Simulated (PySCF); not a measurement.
**Copper: highly charged ions in a basis for the neutral atom**

Cu(23+) [He] 2s2 2p2, Cu(24+) [He] 2s2 2p1. Calculation: PySCF 2.14, in cc-pVTZ-DK; scalar relativity by spin-free X2C-1e. No spin-orbit coupling, so a gap to NIST mixes the basis error with missing relativistic terms.

Changed run: basis of the neutral atom used for a highly charged ion. This setting is unsound on purpose.

```
species  method  sound run (hartree)  changed run (hartree)  converged
Cu(23+)     UHF              not run            -1181.75195        yes
Cu(23+)    BP86              not run            -1182.12219        yes
Cu(23+)    PBE0              not run            -1181.78272        yes
Cu(24+)     UHF              not run            -1101.73410        yes
Cu(24+)    BP86              not run            -1102.10051        yes
Cu(24+)    PBE0              not run            -1101.76460        yes
```

Ionisation energy of Cu(23+):

```json
{"method": "UHF", "changed run (eV)": "2177.4", "NIST (eV)": "2179.4 ± 1.5"}
{"method": "BP86", "changed run (eV)": "2177.5", "NIST (eV)": "2179.4 ± 1.5"}
{"method": "PBE0", "changed run (eV)": "2177.4", "NIST (eV)": "2179.4 ± 1.5"}
```

The contracted functions were made for the neutral atom and can be too rigid for a highly charged ion.
